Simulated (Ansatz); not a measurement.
`B[SiH]([SiH3])Cl` + H₂ → `B[SiH2]Cl` + SiH₄ at 298.15 K and 1 bar (hydrogenolysis of the Si–Si bond).

Isolated molecules relaxed with PBE0-D4/def2-TZVP in Ansatz; ΔE leaves out vibrations. CBS: MP2 limit from def2 TZ/QZ plus the TZ coupled-cluster correction, frozen cores. This one scheme is used for every species.

```json
{"species": "`B[SiH]([SiH3])Cl`", "CCSD(T)/CBS energy (Eh)": "-1066.34213", "H − E (kJ/mol)": "168.2", "S (J/(mol·K))": "365.9"}
{"species": "H₂", "CCSD(T)/CBS energy (Eh)": "-1.17544", "H − E (kJ/mol)": "35.1", "S (J/(mol·K))": "130.4"}
{"species": "`B[SiH2]Cl`", "CCSD(T)/CBS energy (Eh)": "-776.05948", "H − E (kJ/mol)": "116.1", "S (J/(mol·K))": "304.2"}
{"species": "SiH₄", "CCSD(T)/CBS energy (Eh)": "-291.46306", "H − E (kJ/mol)": "92.1", "S (J/(mol·K))": "204.8"}
```

H − E and S are ideal-gas, rigid-rotor, harmonic terms from PBE0-D4/def2-TZVP, for one conformer and one mirror image of each species. For small species the MP2-based limit differs from directly extrapolated CCSD(T) by up to some mEh (0.8 for H₂); such offsets cancel only in part. 1 Eh = 2625.50 kJ/mol, R = 8.31446 J/(mol·K).

Q: By hand: ΔE, ΔH, ΔS and ΔG.

A: ΔE = (-776.05948) + (-291.46306) − (-1066.34213) − (-1.17544) = -0.00497 Eh = -13.0 kJ/mol. Δ(H − E) = 116.1 + 92.1 − 168.2 − 35.1 = 4.9, so ΔH = -8.1 kJ/mol. ΔS = 304.2 + 204.8 − 365.9 − 130.4 = 12.7 J/(mol·K). ΔG = -8.1 − 298.15 × (12.7)/1000 = -11.9 kJ/mol.

Q: By hand: the equilibrium constant, and the temperature at which ΔG would vanish if ΔH and ΔS stayed fixed.

A: log₁₀ K = −ΔG/(RT ln 10) = 2.1. ΔH and −TΔS have one sign here, so there is no such temperature.

TΔS isn't small against ΔH here. A doubt of 5 kJ/mol in ΔE shifts log₁₀ K by 0.9 here. Other conformers and mirror images would add mixing entropy, several J/(mol·K) or more a flexible species. These are equilibria of isolated gas molecules and say nothing of rates. Largest T1 diagnostic: 0.012 (customary marks: 0.02 for closed shells, 0.045 for open ones).

ΔS is within the doubt of such terms, so its sign, and with it that verdict, could turn.
